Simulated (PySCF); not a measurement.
## Shieldings and the share of exact exchange

Molecule: SMILES C1=C[O][AlH2-][O+]=C1, C3H5AlO2.

Structure with atom numbers: `[CH:1]1=[CH:2][O:3][AlH2-:4][O+:5]=[CH:6]1`. Each H is labelled by its parent atom.

GIAO shieldings (ppm, equivalent atoms averaged) in PySCF 2.14 on the PBE0-D3(BJ)/def2-SVP geometry, basis pcSseg-2, gas phase, non-relativistic:

```tsv
functional	exact exchange (%)	σ(C1)	σ(O3/O5)	σ(Al4)
BLYP	0	62.3	-5.1	423.1
BP86	0	66.8	0.2	425.5
PBE	0	66.4	-2.5	424.7
B3LYP	20	68.1	5.9	434.0
mPW1PW91	25	72.9	11.2	440.7
BHandHLYP	50	76.9	24.4	450.4
HF	100	93.3	60.2	482.7
```

Task: Fit each shielding as a line in the percentage of exact exchange.

Result: σ(C1) = 64.7 + 0.28 x (rms 1.8 ppm); σ(O3/O5) = -3.8 + 0.62 x (rms 2.4 ppm); σ(Al4) = 424.1 + 0.58 x (rms 1.6 ppm). The functionals also differ in their semilocal parts, which the line can't hold; Hartree–Fock has no correlation at all.

Task: What does the line predict for PBE0 (25 %), and what does the run give?

Result: σ(C1): 71.7 predicted, 73.5 computed; σ(O3/O5): 11.7 predicted, 11.1 computed; σ(Al4): 438.6 predicted, 439.5 computed ppm.
